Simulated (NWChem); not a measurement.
Program: NWChem. System: trisilylamine (H9NSi3), charge 0, spin multiplicity 1, at a geometry optimised with B3LYP/def2-SVP. Level: RI-MP2/cc-pVDZ, 16 core orbitals frozen.

The NWChem input:

```
start mol
memory heap 200 mb stack 900 mb global 1100 mb
geometry units angstroms nocenter noautoz
  Si    -0.488278    -1.694832     0.000000
  N      0.066673    -0.018007     0.000000
  Si     0.234120     0.850120     1.528934
  Si     0.234120     0.850120    -1.528934
  H      0.025258    -2.376967     1.221762
  H     -1.979460    -1.805659     0.000000
  H      0.025258    -2.376967    -1.221762
  H      0.689758    -0.101427     2.581931
  H      1.232999     1.943321     1.360094
  H     -1.051382     1.463073     1.984793
  H     -1.051382     1.463073    -1.984793
  H      1.232999     1.943321    -1.360094
  H      0.689758    -0.101427    -2.581931
  symmetry group Cs
end
basis spherical
  * library cc-pvdz
end
basis "ri-mp2 basis" spherical
  * library cc-pvdz-ri
end
scf
  rhf
  nopen 0
  maxiter 100
  thresh 1e-7
  semidirect memsize 60000000 filesize 0
end
mp2
  freeze core 16
end
task rimp2 energy
```

NWChem printed:

```
             Northwest Computational Chemistry Package (NWChem) 7.3.0
             --------------------------------------------------------

                                NWChem Input Module
                                -------------------

 Scaling coordinates for geometry "geometry" by  1.889725989
 (inverse scale =  0.529177249)

 Turning off AUTOSYM since
 SYMMETRY directive was detected!

                             Geometry "geometry" -> ""
                             -------------------------

 Output coordinates in angstroms (scale by  1.889725989 to convert to a.u.)

  No.       Tag          Charge          X              Y              Z
 ---- ---------------- ---------- -------------- -------------- --------------
    1 Si                  14.0000    -0.48827800    -1.69483200     0.00000000
    2 N                    7.0000     0.06667300    -0.01800700     0.00000000
    3 Si                  14.0000     0.23412000     0.85012000     1.52893400
    4 Si                  14.0000     0.23412000     0.85012000    -1.52893400
    5 H                    1.0000     0.02525800    -2.37696700     1.22176200
    6 H                    1.0000    -1.97946000    -1.80565900     0.00000000
    7 H                    1.0000     0.02525800    -2.37696700    -1.22176200
    8 H                    1.0000     0.68975800    -0.10142700     2.58193100
    9 H                    1.0000     1.23299900     1.94332100     1.36009400
   10 H                    1.0000    -1.05138200     1.46307300     1.98479300
   11 H                    1.0000    -1.05138200     1.46307300    -1.98479300
   12 H                    1.0000     1.23299900     1.94332100    -1.36009400
   13 H                    1.0000     0.68975800    -0.10142700    -2.58193100

 Effective nuclear repulsion energy (a.u.)     288.2996643361

            Nuclear Dipole moment (a.u.)
            ----------------------------
        X                 Y               Z
 ---------------- ---------------- ----------------
    -0.0000283459     0.0000075589     0.0000000000

      Symmetry information
      --------------------

 Group name             Cs
 Group number              2
 Group order               2
 No. of unique centers     8

      Symmetry unique atoms

     1    2    3    5    6    8    9   10


 Summary of "ao basis" -> "" (spherical)
 ------------------------------------------------------------------------------
       Tag                 Description            Shells   Functions and Types
 ---------------- ------------------------------  ------  ---------------------
 *                          cc-pvdz                   on all atoms

 Summary of "ri-mp2 basis" -> "" (spherical)
 ------------------------------------------------------------------------------
       Tag                 Description            Shells   Functions and Types
 ---------------- ------------------------------  ------  ---------------------
 *                         cc-pvdz-ri                 on all atoms

 Summary of "ao basis" -> "ao basis" (spherical)
 ------------------------------------------------------------------------------
       Tag                 Description            Shells   Functions and Types
 ---------------- ------------------------------  ------  ---------------------
 Si                         cc-pvdz                  8       18   4s3p1d
 N                          cc-pvdz                  6       14   3s2p1d
 H                          cc-pvdz                  3        5   2s1p
[...]
  ----- ------------  ---------------      ----- ------------  ---------------
    13      1.135509   1 Si pz               70     -0.808631   5 H  s
    80      0.808631   7 H  s                90      0.619213   9 H  s
   105     -0.619213  12 H  s                43     -0.604761   3 Si px
    61      0.604761   4 Si px               45      0.560022   3 Si pz
    63      0.560022   4 Si pz               36     -0.375844   3 Si s

 center of mass
 --------------
 x =   0.00327376 y =  -0.00088512 z =  -0.00000000

 moments of inertia (a.u.)
 ------------------
        1093.966081147722        -140.490616549455           0.000000000000
        -140.490616549455         638.918951387691          -0.000000000000
           0.000000000000          -0.000000000000         597.894486598314

  Mulliken analysis of the total density
  --------------------------------------

    Atom       Charge   Shell Charges
 -----------   ------   -------------------------------------------------------
    1 Si  14    13.34   2.00  2.01  0.70  0.32  6.00  1.37  0.59  0.33
    2 N    7     7.94   2.00  0.71  0.87  2.39  1.96  0.01
    3 Si  14    13.34   2.00  2.01  0.70  0.32  6.00  1.37  0.59  0.33
    4 Si  14    13.34   2.00  2.01  0.70  0.32  6.00  1.37  0.59  0.33
    5 H    1     1.11   0.73  0.37  0.01
    6 H    1     1.12   0.73  0.38  0.01
    7 H    1     1.11   0.73  0.37  0.01
    8 H    1     1.11   0.73  0.37  0.01
    9 H    1     1.11   0.73  0.37  0.01
   10 H    1     1.12   0.73  0.38  0.01
   11 H    1     1.12   0.73  0.38  0.01
   12 H    1     1.11   0.73  0.37  0.01
   13 H    1     1.11   0.73  0.37  0.01

       Multipole analysis of the density wrt the origin
       ------------------------------------------------

     L   x y z        total         open         nuclear
     -   - - -        -----         ----         -------
     0   0 0 0     -0.000000      0.000000     58.000000

     1   1 0 0      0.042074      0.000000     -0.000028
     1   0 1 0     -0.011173      0.000000      0.000008
     1   0 0 1     -0.000000      0.000000      0.000000

     2   2 0 0    -39.796216      0.000000     53.659258
     2   1 1 0      0.235884      0.000000     79.206529
     2   1 0 1     -0.000000      0.000000     -0.000000
     2   0 2 0    -39.025818      0.000000    310.209219
     2   0 1 1     -0.000000      0.000000      0.000000
     2   0 0 2    -38.997675      0.000000    333.360835

                               NWChem RI-MP2 Module
                               --------------------

 Summary of "ri-mp2 basis" -> "ri-mp2 basis" (spherical)
 ------------------------------------------------------------------------------
       Tag                 Description            Shells   Functions and Types
 ---------------- ------------------------------  ------  ---------------------
 Si                        cc-pvdz-ri               24       76   9s7p5d3f
 N                         cc-pvdz-ri               18       56   7s5p4d2f
 H                         cc-pvdz-ri                6       14   3s2p1d

 SCF Reference Information:
            File: './mol.movecs'
           Title: ''
    Size (AOxMO):    113 x    113
       Total Occ:              58.00
 RI-MP2 Calculation Information:
          Nr. of AO basis functions:        113
     Nr. of fitting basis functions:        410
               Nr. of MO spin cases:          1
        Nr. of MOs to be correlated:         97
     Nr. of occupied MOs correlated:         13
      Nr. of virtual MOs correlated:         84

          RI integral approximation: 'V'
    Threshold for Schwarz screening:  1.000E-09
 Smallest eigenvalue retained in fit  1.000E-08
    Type of storage for MO integrals 'EAF library'

 Transformation block size   13, requiring     1 integral passes.
 XForm_3cInts: Completed     1:   13 pass.
 Energy evaluation using block sizes    13   13
 RIMP2_V_E2: Approx. ints. done (    1:   13,    1:   13)
 RIMP2_V_E2: Copy to B done (    1:   13,    1:   13)
 RIMP2_V_E2: Denominators done (    1:   13,    1:   13)
 RIMP2_V_E2: Completed block (    1:   13,    1:   13)

          -------------------------------------------
          SCF energy                -926.530076677991
          Correlation energy          -0.481988637721
          Total MP2 energy          -927.012065315712
          -------------------------------------------

 -----------------------
 Performance information
 -----------------------

 Timer overhead =  2.33D-07 seconds/call

               Nr. of calls         CPU time (s)                 Wall time (s)                GFlops
             ---------------    -------------------     ------------------------------   -------------------
Name         Min   Avg   Max    Min     Avg     Max     Min     Avg     Max   Mx/calls   Min     Max     Sum
Overall       1     1     1    12.     12.     12.      12.     12.     12.     12.      0.0     0.0     0.0
3c integr     1     1     1    2.1     2.1     2.1      2.1     2.1     2.1     2.1      0.0     0.0     0.0
Energy        1     1     1   0.26    0.26    0.26     0.26    0.26    0.26    0.26      0.0     0.0     0.0
3c integr     1     1     1    2.1     2.1     2.1      2.1     2.1     2.1     2.1      0.0     0.0     0.0
First 2/3     3     3     3   1.41E-2 1.41E-2 1.41E-2  1.41E-2 1.41E-2 1.41E-2 4.70E-3   0.0     0.0     0.0
Final 1/3     1     1     1   1.52E-2 1.52E-2 1.52E-2  1.52E-2 1.52E-2 1.52E-2 1.52E-2   0.0     0.0     0.0
Write 3c      1     1     1   1.88E-3 1.88E-3 1.88E-3  1.88E-3 1.88E-3 1.88E-3 1.88E-3   0.0     0.0     0.0
Read 3c i     1     1     1   8.77E-4 8.77E-4 8.77E-4  8.78E-4 8.78E-4 8.78E-4 8.78E-4   0.0     0.0     0.0
Fitting b     1     1     1   0.21    0.21    0.21     0.21    0.21    0.21    0.21      0.0     0.0     0.0
Schwarz i     1     1     1   4.36E-2 4.36E-2 4.36E-2  4.36E-2 4.36E-2 4.36E-2 4.36E-2   0.0     0.0     0.0
Form 4ci      1     1     1   3.81E-2 3.81E-2 3.81E-2  3.81E-2 3.81E-2 3.81E-2 3.81E-2   0.0     0.0     0.0
Form A &      1     1     1   0.21    0.21    0.21     0.21    0.21    0.21    0.21      0.0     0.0     0.0
Denominat     1     1     1   1.03E-3 1.03E-3 1.03E-3  1.03E-3 1.03E-3 1.03E-3 1.03E-3   0.0     0.0     0.0
Pair Ener     1     1     1   4.77E-3 4.77E-3 4.77E-3  4.77E-3 4.77E-3 4.77E-3 4.77E-3   0.0     0.0     0.0

 The average no. of pstat calls per process was 1.60D+01
 with a timing overhead of 3.72D-06s

 Task  times  cpu:       11.5s     wall:       11.5s

 Total times  cpu:       11.6s     wall:       11.6s
```
